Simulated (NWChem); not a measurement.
## Atomisation of C2H4F2Si2

```xyz
10

F     -2.1251     0.5058     0.9856
C     -0.8826     0.4642     0.5229
C      0.1010     1.3082     0.9116
Si     1.6207     0.7106    -0.0284
Si    -0.1229    -0.6163    -0.8248
F     -0.1445    -2.2203    -0.5436
H     -0.0604     2.1245     1.6261
H      2.6603     0.0615     0.8240
H      2.2697     1.7230    -0.9149
H     -0.7225    -0.4325    -2.1764
```
Charge 0, spin multiplicity 1.

All runs are NWChem calculations. Structure: optimised with PBE0/def2-SVP, with no frequency check, so it may be a saddle point. It is one conformer; others weren't searched.

Basis set: def2-SVP. The atomisation energy is electronic alone: no zero-point, thermal, spin-orbit or counterpoise terms. No value is extrapolated to the basis-set limit. Free atoms are single determinants with multiplicities F 2, C 3, Si 3, H 2. Correlated methods freeze the same cores in atoms and molecule, 14 orbitals in all.

| method | atomisation energy (kcal/mol) | relative cost |
|---|---|---|
| HF | 660.2 | 1 |
| BHandHLYP | 873.2 | under 3 |
| MP2 | 875.7 | under 3 |
| B3LYP | 903.6 | under 3 |
| PBE0 | 913.5 | under 3 |
| PBE | 936.9 | under 3 |
| r2SCAN | 918.5 | 3 |
| LC-wPBE (omega 0.3 per bohr) | 925.0 | 10 |

The values span 276.7 kcal/mol, from HF (lowest) to PBE (highest). Costs are rough ratios of processor time within this set of runs, SCF included, with HF as 1. Costs are the molecule's.

B3LYP has NWChem's definition, with VWN1-RPA local correlation. GW and range-separated runs recompute their integrals, the others keep them in memory, which bears on the times. The structure started from a generated list of species. The stability of the SCF solutions was not checked. Open-shell Hartree-Fock references start from PBE0 orbitals; any time given for them includes that run.
